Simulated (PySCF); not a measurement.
Structure from 2D NMR

Compound of formula C₄H₁₄O₂Si₃. Correlations simulated from computed shifts and the bond graph:

HSQC (one-bond C–H):
```tsv
δH	δC
1.40	22.5
1.16	21.2
1.01	17.5
```

COSY cross peaks (H two or three bonds apart, from the bond graph; peaks can be absent where the dihedral angle is near 90°):
```tsv
δH	δH
4.76	3.75
4.76	1.16
1.40	1.16
1.16	1.01
```

HMBC (two and three bonds, from the bond graph):
```tsv
δH	δC
4.76	189.6, 22.5, 21.2, 17.5
4.06	189.6
3.75	21.2
1.40	21.2, 17.5
1.16	22.5, 17.5
1.01	22.5, 21.2
```

Carbons without hydrogens: δ 189.6.

- PBE0/pcSseg-1 with gauge-including orbitals
- geometry: GFN2-xTB
- run in PySCF 2.14.0 with density-fitted response routines
- averaged over atoms made equivalent by symmetry, fast rotation or ring inversion, one computed conformer, isolated molecule, non-relativistic Hamiltonian

Scale: ¹H, ¹³C vs TMS (reference shieldings calculated alike).

Exchangeable hydrogens are left out of these lists.

Task: Assemble the structure.

Result: `CC(C)[Si@@H]([SiH3])OC(=O)[SiH3]`.

Mapped SMILES: `[CH3:1][CH:2]([CH3:3])[Si@@H:4]([SiH3:5])[O:6][C:7](=[O:8])[SiH3:9]` (H(Xn): hydrogen on atom n).

1. δC 189.6 is C7, a carbonyl carbon.
2. δC 22.5 is C3, a methyl carbon (δH 1.40).
3. δC 21.2 is C2, an sp3 CH bonded to Si (δH 1.16).
4. δC 17.5 is C1, a methyl carbon (δH 1.01).
5. HMBC from δH 4.76 reaches the proton-free carbon C7.
6. HMBC from δH 4.06 reaches the proton-free carbon C7.
7. COSY links 4.76–3.75, 4.76–1.16, 1.40–1.16, 1.16–1.01.

The data come from this structure; uniqueness wasn't tested.

Shifts are as computed. Against solution values, carbons near 30 ppm lie about +3 ppm off and those near 130 ppm about +5 ppm. Of 1211 compounds with measured shifts, 218 miss one by over three times the rms of a fit or turn the order of signals round; such compounds aren't used in these exercises.
